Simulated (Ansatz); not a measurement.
A nudged elastic band was laid between two geometries of CH$_{6}$ClNSi (10 atoms, charge 0, multiplicity 1).

The calculation used RKS PBE0/def2-SVP (Ansatz 0.2.0).

| Quantity | Value |
| --- | --- |
| movable images | 5 |
| climbing image | yes |
| spring | 5.0 eV/Å² |
| optimiser | quadratic models (default) |
| start path | through a guess of the saddle point |
| force threshold | 0.05 eV/Å |
| iteration limit | 60 |
| end points | relaxed |

First end point:

```xyz
10
Properties=species:S:1:pos:R:3
Si -0.228 0.175 0.579
N 1.487 0.287 0.638
C -0.747 -0.674 -0.995
H -0.395 -0.110 -1.874
H -0.675 -0.519 1.816
Cl -1.199 2.035 0.613
H 1.937 0.596 1.494
H 1.989 0.638 -0.171
H -1.843 -0.739 -1.057
H -0.326 -1.690 -1.042
```

Last end point:

```xyz
10
Properties=species:S:1:pos:R:3
Si -0.969 -0.078 0.551
N 2.090 0.665 -0.032
C -1.469 -1.015 -0.773
H 1.638 0.086 -0.736
H -0.450 -0.590 1.837
Cl -1.241 1.958 0.648
H 2.096 0.151 0.846
H 1.530 1.506 0.092
H -1.890 -0.583 -1.683
H -1.336 -2.100 -0.751
```

Q: Which bonds break or form, and what moves?

A: Bonds broken: Si1–N2, C3–H4. Bonds formed: N2–H4. CH6ClNSi becomes CH3ClSi + H3N.

Q: Give the energies along the band, and the barrier.

A: The forces met the threshold. The highest image is number 5 of 0 to 6, 297.7 kJ/mol above the first end and 3.4 kJ/mol above the last; the last end lies 294.4 kJ/mol above the first. The profile has 2 maxima (images 3, 5) with wells between them (image 4): this band takes more than one step, which may be the mechanism or a detour left from its start path. Neighbouring images differ by up to 1.8 eV, so the band resolves the path poorly. A vibrational analysis at the climbing image gives one clearly imaginary mode, 465i cm⁻¹: a first-order saddle point. The orbitals stay closed-shell, which can raise the energy where a bond breaks towards radicals; this wasn't checked here.

```
image  path coordinate (Å)  energy (kJ/mol)  Si1–N2 (Å)  C3–H4 (Å)  N2–H4 (Å)
    0                 0.00              0.0        1.72       1.10       3.16
    1                 1.41              8.3        1.72       1.10       2.82
    2                 2.81            178.3        1.79       1.37       1.80
    3                 4.22            239.2        2.07       3.00       1.02
    4                 5.62            237.2        2.07       3.21       1.02
    5                 7.03            297.7        2.79       3.20       1.01
    6                 7.39            294.4        3.20       3.30       1.02
```

Q: What is the geometry of the highest image?

A: 
```xyz
10
Properties=species:S:1:pos:R:3
Si -0.816 -0.053 0.495
N 1.860 0.606 0.045
C -1.425 -0.998 -0.780
H 1.595 0.069 -0.768
H -0.374 -0.566 1.810
Cl -1.162 1.983 0.601
H 2.046 0.090 0.891
H 1.449 1.522 0.143
H -1.851 -0.566 -1.688
H -1.322 -2.087 -0.748
```

Time of the run: 3.4 min on 2 threads of Arm Neoverse V2, with other jobs on the host, peak memory 0.19 GiB.
